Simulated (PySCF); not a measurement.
Al(H)2(vinyl) (C₂H₅Al), SMILES [AlH2][CH]=C. Atoms are numbered in the order given.

```xyz
8

Al    -0.0834     1.1721     0.0000
H     -1.6599     1.3682     0.0000
H      0.8992     2.4192     0.0000
C      0.5695    -0.6526     0.0000
C     -0.3035    -1.6650     0.0000
H      1.6270    -0.9168     0.0000
H      0.0003    -2.7106     0.0000
H     -1.3782    -1.4925     0.0000
```

Geometry: PBE0-D3(BJ)/def2-TZVP.

Level of theory: B3LYP/pcJ-1 (PySCF).

Isotropic couplings with Fermi-contact, spin-dipole and both spin-orbit terms, one fixed conformer, no vibrational averaging. Isotopes: 13C, 1H.

```json
[
 {"pair": "C4–C5", "bonds apart": "1", "J (Hz)": "…"},
 {"pair": "C4–H6", "bonds apart": "1", "J (Hz)": "146.9"},
 {"pair": "C5–H7", "bonds apart": "1", "J (Hz)": "…"},
 {"pair": "C5–H8", "bonds apart": "1", "J (Hz)": "…"},
 {"pair": "H2–H3", "bonds apart": "2", "J (Hz)": "39.6"},
 {"pair": "H2–C4", "bonds apart": "2", "J (Hz)": "18.8"},
 {"pair": "H3–C4", "bonds apart": "2", "J (Hz)": "22.0"},
 {"pair": "C4–H7", "bonds apart": "2", "J (Hz)": "-4.1"},
 {"pair": "C4–H8", "bonds apart": "2", "J (Hz)": "4.7"},
 {"pair": "C5–H6", "bonds apart": "2", "J (Hz)": "-7.0"},
 {"pair": "H7–H8", "bonds apart": "2", "J (Hz)": "4.7"},
 {"pair": "H2–C5", "bonds apart": "3", "J (Hz)": "…"},
 {"pair": "H2–H6", "bonds apart": "3", "J (Hz)": "…"},
 {"pair": "H3–C5", "bonds apart": "3", "J (Hz)": "…"},
 {"pair": "H3–H6", "bonds apart": "3", "J (Hz)": "…"},
 {"pair": "H6–H7", "bonds apart": "3", "J (Hz)": "16.7"},
 {"pair": "H6–H8", "bonds apart": "3", "J (Hz)": "23.1"},
 {"pair": "H2–H7", "bonds apart": "4", "J (Hz)": "…"},
 {"pair": "H3–H7", "bonds apart": "4", "J (Hz)": "…"},
 {"pair": "H3–H8", "bonds apart": "4", "J (Hz)": "…"}
]
```

Question: Fill in the missing entries. (The exact figures need the calculation; the answer reports its results.)

Answer: 
- C4–C5, J (Hz): 61.6
- C5–H7, J (Hz): 162.0
- C5–H8, J (Hz): 165.2
- H2–C5, J (Hz): 1.1
- H2–H6, J (Hz): 6.2
- H3–C5, J (Hz): 6.2
- H3–H6, J (Hz): -1.8
- H2–H7, J (Hz): -0.3
- H3–H7, J (Hz): 4.7
- H3–H8, J (Hz): 1.1
